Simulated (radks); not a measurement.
Values are calculated unless marked as measured or tabulated.
Task: The table gives one normalised radial function P(r) = r R(r) of Ho in [Xe] 4f11 6s2 (r in bohr). Level of theory: scalar-relativistic Kohn-Sham, PBE, spin-polarised, spherical densities, finite nucleus; open shells are filled with parallel spins first (spin-orbit coupling, left out, can overturn this in heavy ions); Fermi nuclear charge, rms radius 5.2022 fm (a radial shooting solver on a logarithmic mesh with Libxc functionals).

r,P
0.001675,0.0192
0.002325,0.0244
0.003201,0.0300
0.004444,0.0362
0.00612,0.0415
0.008496,0.0445
0.0117,0.0425
0.01624,0.0319
0.02237,0.0104
0.0308,-0.0215
0.04276,-0.0558
0.05888,-0.0705
0.08174,-0.0413
0.1126,0.0318
0.1563,0.0980
0.2152,0.0684
0.2987,-0.0656
0.4114,-0.1487
0.5711,-0.0337
0.7865,0.1773
1.092,0.2345
1.503,0.0305
2.087,-0.2986
2.874,-0.5183
3.99,-0.5306
5.495,-0.3587
7.628,-0.1539
10.5,-0.0401
14.58,-0.0050
20.08,-0.0003

Which n and l does it have? It may be an empty orbital.

Result: n = 6, l = 0: the number of nodes gives n - l - 1 = 5, the rise at small r (about r^(l+1), flatter next to the nucleus through relativity) gives l, and the extent must fit the shell. The curve is that of 6s down; the table hardly tells the two spins apart. 6s down: eigenvalue -3.751 eV, 5 radial nodes at r = 0.0251, 0.0994, 0.258, 0.601, 1.55 bohr, <r> = 4.09 bohr, 90 % of the charge inside 6.09 bohr.
